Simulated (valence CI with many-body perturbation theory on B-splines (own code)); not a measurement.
# Pm⁵⁶⁺: calculated level list

Level of theory: valence CI with perturbative core correlation (CI+MBPT): three valence electrons over a frozen Dirac-Fock core [He], a basis of 11 s, 11 p, 9 d, 7 f, 5 g, 2 h, 1 i functions for each j, with the one-electron correlation potential Σ1, the two-electron term Σ2, the three-electron term Σ3, Breit, model QED; selected CI, second order for the rest (own B-spline code, finite nucleus).

No measured spectrum was set against this ion. As an estimate, large intervals hold to a few tenths of a per cent, small ones and those within an open d or f shell to about a per cent.

Levels 1 to 45 of 101, with energies above the lowest level, (2s^2 2p1/2) J=1/2. "Leading %" is the weight of the configuration and term that name the level; weights of strongly mixed levels are sums over their largest components and can fall short. In the jj column 3d3/2^4 stands for four electrons in 3d with j = 3/2.

| No. | Configuration | Term | J | E (eV) | Leading % | Leading jj | g |
| --- | --- | --- | --- | --- | --- | --- | --- |
| 1 | 2s2 2p | 2P° | 1/2 | 0.0 | 100 | 2s^2 2p1/2 (100 %) | 0.633 |
| 2 | 2s 2p2 | 4P | 1/2 | 197.3 | 54 | 2s 2p1/2^2 (99 %) | 2.106 |
| 3 | 2s2 2p | 2P° | 3/2 | 613.6 | 99 | 2s^2 2p3/2 (99 %) | 1.310 |
| 4 | 2s 2p2 | 4P | 3/2 | 751.2 | 91 | 2s 2p1/2 2p3/2 (100 %) | 1.641 |
| 5 | 2s 2p2 | 2D | 5/2 | 786.7 | 60 | 2s 2p1/2 2p3/2 (100 %) | 1.332 |
| 6 | 2s 2p2 | 2P | 1/2 | 843.4 | 70 | 2s 2p1/2 2p3/2 (99 %) | 1.245 |
| 7 | 2s 2p2 | 2D | 3/2 | 844.7 | 64 | 2s 2p1/2 2p3/2 (100 %) | 0.972 |
| 8 | 2p3 | 2P° | 3/2 | 1052.7 | 47 | 2p1/2^2 2p3/2 (98 %) | 1.337 |
| 9 | 2s 2p2 | 4P | 5/2 | 1382.8 | 60 | 2s 2p3/2^2 (100 %) | 1.416 |
| 10 | 2s 2p2 | 2S | 1/2 | 1468.4 | 69 | 2s 2p3/2^2 (100 %) | 1.904 |
| 11 | 2s 2p2 | 2P | 3/2 | 1469.3 | 62 | 2s 2p3/2^2 (99 %) | 1.181 |
| 12 | 2p3 | 4S° | 3/2 | 1628.7 | 55 | 2p1/2 2p3/2^2 (100 %) | 1.439 |
| 13 | 2p3 | 2D° | 5/2 | 1649.9 | 100 | 2p1/2 2p3/2^2 (100 %) | 1.174 |
| 14 | 2p3 | 2P° | 1/2 | 1694.4 | 100 | 2p1/2 2p3/2^2 (100 %) | 0.633 |
| 15 | 2p3 | 2P° | 3/2 | 2278.4 | 52 | 2p3/2^3 (100 %) | 1.288 |
| 16 | 2s2 3s | 2S | 1/2 | 6817.4 | 98 | 2s^2 3s (98 %) | 1.989 |
| 17 | 2s2 3p | 2P° | 1/2 | 6884.5 | 96 | 2s^2 3p1/2 (96 %) | 0.667 |
| 18 | 2s 2p 3s | 4P° | 1/2 | 6949.8 | 86 | 2s 2p1/2 3s (98 %) | 2.366 |
| 19 | 2s 2p 3s | 4P° | 3/2 | 6971.3 | 60 | 2s 2p1/2 3s (97 %) | 1.548 |
| 20 | 2s 2p 3s | 2P° | 1/2 | 6995.5 | 94 | 2s 2p1/2 3s (98 %) | 0.725 |
| 21 | 2s 2p 3p | 4D | 1/2 | 7006.4 | 72 | 2s 2p1/2 3p1/2 (100 %) | 0.267 |
| 22 | 2s 2p 3p | 4D | 3/2 | 7029.4 | 41 | 2s 2p1/2 3p1/2 (99 %) | 1.108 |
| 23 | 2s 2p 3p | 4P | 1/2 | 7063.1 | 48 | 2s 2p1/2 3p1/2 (99 %) | 1.956 |
| 24 | 2s2 3p | 2P° | 3/2 | 7067.3 | 96 | 2s^2 3p3/2 (96 %) | 1.330 |
| 25 | 2s2 3d | 2D | 3/2 | 7115.1 | 97 | 2s^2 3d3/2 (97 %) | 0.794 |
| 26 | 2s2 3d | 2D | 5/2 | 7164.7 | 96 | 2s^2 3d5/2 (96 %) | 1.192 |
| 27 | 2p2 3s | 4P | 1/2 | 7182.8 | 35 | 2p1/2^2 3s (76 %) | 1.819 |
| 28 | 2s 2p 3p | 4P | 3/2 | 7197.3 | 31 | 2s 2p1/2 3p3/2 (100 %) | 1.397 |
| 29 | 2s 2p 3p | 4D | 5/2 | 7223.6 | 45 | 2s 2p1/2 3p3/2 (97 %) | 1.327 |
| 30 | 2s 2p 3p | 2D | 3/2 | 7226.4 | 44 | 2s 2p1/2 3p3/2 (99 %) | 1.245 |
| 31 | 2s 2p 3d | 4F° | 3/2 | 7234.7 | 71 | 2s 2p1/2 3d3/2 (100 %) | 0.563 |
| 32 | 2s 2p 3p | 2P | 1/2 | 7239.5 | 30 | 2s 2p1/2 3p3/2 (76 %) | 1.485 |
| 33 | 2p2 3p | 2P° | 1/2 | 7240.9 | 37 | 2p1/2^2 3p1/2 (82 %) | 0.611 |
| 34 | 2s 2p 3d | 4F° | 5/2 | 7259.6 | 48 | 2s 2p1/2 3d3/2 (96 %) | 1.022 |
| 35 | 2s 2p 3d | 2P° | 3/2 | 7275.6 | 28 | 2s 2p1/2 3d3/2 (97 %) | 1.196 |
| 36 | 2s 2p 3d | 4D° | 1/2 | 7284.2 | 47 | 2s 2p1/2 3d3/2 (83 %) | 0.459 |
| 37 | 2s 2p 3d | 4P° | 5/2 | 7295.5 | 35 | 2s 2p1/2 3d5/2 (98 %) | 1.318 |
| 38 | 2s 2p 3d | 4F° | 7/2 | 7318.7 | 39 | 2s 2p1/2 3d5/2 (99 %) | 1.233 |
| 39 | 2s 2p 3d | 2F° | 5/2 | 7329.6 | 52 | 2s 2p1/2 3d5/2 (98 %) | 1.064 |
| 40 | 2s 2p 3d | 2D° | 3/2 | 7329.9 | 40 | 2s 2p1/2 3d5/2 (95 %) | 1.090 |
| 41 | 2p2 3p | 2P° | 3/2 | 7440.1 | 32 | 2p1/2^2 3p3/2 (96 %) | 1.325 |
| 42 | 2p2 3d | 2D | 3/2 | 7475.6 | 41 | 2p1/2^2 3d3/2 (98 %) | 0.784 |
| 43 | 2p2 3d | 2D | 5/2 | 7536.8 | 34 | 2p1/2^2 3d5/2 (98 %) | 1.193 |
| 44 | 2s 2p 3s | 4P° | 5/2 | 7564.5 | 100 | 2s 2p3/2 3s (100 %) | 1.577 |
| 45 | 2s 2p 3s | 2P° | 3/2 | 7585.7 | 77 | 2s 2p3/2 3s (99 %) | 1.394 |

The ionisation energy to 2s2 1S_0 of the next ion comes out as 12131 eV (NIST: 12136 ± 5 eV (theoretical)). All 101 levels together are meant to be complete up to 8150.3 eV.
